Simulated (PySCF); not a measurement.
# Potential energy of GeC along the bond

Set-up: PySCF, no relativity, basis sets Ge def2-TZVPP, C def2-TZVPP. Energies in eV from Ge + C in their ground configurations at the same level. State: ³Π (triplet), unpaired electrons σ ↑, π ↑.

All columns are PBE. A positive dipole means Ge(−)C(+).

```json
{"R (Å)": "1.545", "E (eV)": "-2.948", "μ (D)": "-1.46", "Mulliken charge on Ge (basis-dependent)": "0.01", "HOMO (eV)": "-6.04", "LUMO (eV)": "-5.63", "Mayer bond order": "2.40", "⟨S²⟩": "2.01"}
{"R (Å)": "1.617", "E (eV)": "-3.683", "μ (D)": "-1.59", "Mulliken charge on Ge (basis-dependent)": "0.04", "HOMO (eV)": "-5.84", "LUMO (eV)": "-5.44", "Mayer bond order": "2.38", "⟨S²⟩": "2.01"}
{"R (Å)": "1.689", "E (eV)": "-4.105", "μ (D)": "-1.73", "Mulliken charge on Ge (basis-dependent)": "0.08", "HOMO (eV)": "-5.66", "LUMO (eV)": "-5.26", "Mayer bond order": "2.36", "⟨S²⟩": "2.01"}
{"R (Å)": "1.743", "E (eV)": "-4.267", "μ (D)": "-1.83", "Mulliken charge on Ge (basis-dependent)": "0.11", "HOMO (eV)": "-5.53", "LUMO (eV)": "-5.15", "Mayer bond order": "2.34", "⟨S²⟩": "2.01"}
{"R (Å)": "1.797", "E (eV)": "-4.330", "μ (D)": "-1.92", "Mulliken charge on Ge (basis-dependent)": "0.14", "HOMO (eV)": "-5.42", "LUMO (eV)": "-5.04", "Mayer bond order": "2.31", "⟨S²⟩": "2.02"}
{"R (Å)": "1.851", "E (eV)": "-4.316", "μ (D)": "-2.01", "Mulliken charge on Ge (basis-dependent)": "0.17", "HOMO (eV)": "-5.31", "LUMO (eV)": "-4.94", "Mayer bond order": "2.28", "⟨S²⟩": "2.02"}
{"R (Å)": "1.923", "E (eV)": "-4.209", "μ (D)": "-2.13", "Mulliken charge on Ge (basis-dependent)": "0.19", "HOMO (eV)": "-5.18", "LUMO (eV)": "-4.82", "Mayer bond order": "2.24", "⟨S²⟩": "2.03"}
{"R (Å)": "2.013", "E (eV)": "-3.979", "μ (D)": "-2.24", "Mulliken charge on Ge (basis-dependent)": "0.22", "HOMO (eV)": "-5.04", "LUMO (eV)": "-4.70", "Mayer bond order": "2.17", "⟨S²⟩": "2.06"}
{"R (Å)": "2.120", "E (eV)": "-3.628", "μ (D)": "-2.35", "Mulliken charge on Ge (basis-dependent)": "0.23", "HOMO (eV)": "-4.89", "LUMO (eV)": "-4.64", "Mayer bond order": "2.04", "⟨S²⟩": "2.13"}
{"R (Å)": "2.264", "E (eV)": "-3.128", "μ (D)": "-2.44", "Mulliken charge on Ge (basis-dependent)": "0.23", "HOMO (eV)": "-4.76", "LUMO (eV)": "-4.60", "Mayer bond order": "1.79", "⟨S²⟩": "2.32"}
```

A fit through these points gives, at Re = 1.812 Å, μ = -1.95 D and dμ/dR = -1.71 D/Å; the reduced mass is 10.32 u.

Q: How strong is the fundamental in the double-harmonic approximation, I = 42.26·(dμ/dR)²/μred km/mol?

A: I = 42.26·(-1.71)²/10.32 = 12.0 km/mol at PBE.

⟨S²⟩ of the unrestricted solution departs from its pure value on part of the curve, where spin states mix. Spin–orbit coupling is left out. The state was picked by a PBE0 search and need not be the measured ground state.
